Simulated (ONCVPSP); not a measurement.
**Potentials for technetium compared**

Generated with ld1.x 7.5 (TM, RRKJ, ultrasoft, PAW), atompaw 4.2 or ONCVPSP 4.0.1. The cutoff is in Ry: for ld1.x and atompaw files where the sum of valence levels is converged to 10 mRy in a Bessel basis, for ONCV files where the hardest occupied wave has 1 mHa per electron of residual kinetic energy. The error is the largest all-electron minus pseudo excitation energy over each file’s own four to seven test configurations (ionisations up to +4, promotions, holes and added fractions of an electron), all of which were solved. The labels leave out finer settings (local radius, basis sizes, second energies), which also bear on the numbers. Spin-polarised tests are not counted. The rows are a selection from randomly drawn settings: files with unsolved tests, undetermined cutoffs or missed reference levels are left out.

A true bound ghost makes a file unfit for plane-wave use even where its test errors are small: the radial tests pick states by their node count and pass the ghost by.

```tsv
potential	cutoff (Ry)	largest error (meV)	bound ghosts
ONCV, PBE, scalar-relativistic, rc 2.35/1.80/2.25 (spd), local smoothed, core correction no, reference 4p6 4d5 5s2, qcut 2.6/8.5/6.3, projectors 2/2/2	32	+64	s
ONCV, PBE, scalar-relativistic, rc 1.80/1.15/1.55 (spd), local smoothed, core correction yes, reference 4s2 4p6 4d5 5s1.75, qcut 6.8/6.1/6.2, projectors 2/2/2	186	-7.6	s
ONCV, LDA (Perdew-Wang 92), scalar-relativistic, rc 1.80/1.30/2.25 (spd), local smoothed, core correction no, reference 4s2 4p6 4d5 5s2, qcut 8.3/7.4/7.4, projectors 2/2/3	110	+5.3	none
ONCV, PBE, fully relativistic, rc 1.55/1.35/2.40/1.85 (spdf), local smoothed, core correction yes, reference 4s2 4p6 4d5, qcut 8.9/5.2/7.1/5.2, projectors 2/2/2/2	117	+135	none
```

Task: Fill in the row for Tc: ONCV, PW91, scalar-relativistic, rc 1.70/1.70/1.70 (spd), local d, core correction yes, reference 4s2 4p6 4d5 5s2, qcut 5.5/9.6/8.7, projectors 2/2/0.

Result: cutoff 46 Ry, largest error -239 meV, bound ghosts: none.

Task: Fill in the row for Tc: ONCV, PBEsol, fully relativistic, rc 2.25/1.80/2.40 (spd), local smoothed, core correction yes, reference 4p6 4d5 5s2, qcut 2.4/7.6/5.2, projectors 2/2/2.

Result: cutoff 28 Ry, largest error +321 meV, bound ghosts: none.

Task: Fill in the row for Tc: ONCV, PBE, scalar-relativistic, rc 2.75/1.85/1.80 (spd), local smoothed, core correction yes, reference 4p6 4d5 5s2, qcut 2/7.5/8, projectors 2/3/2.

Result: cutoff 42 Ry, largest error -63 meV, bound ghosts: none.
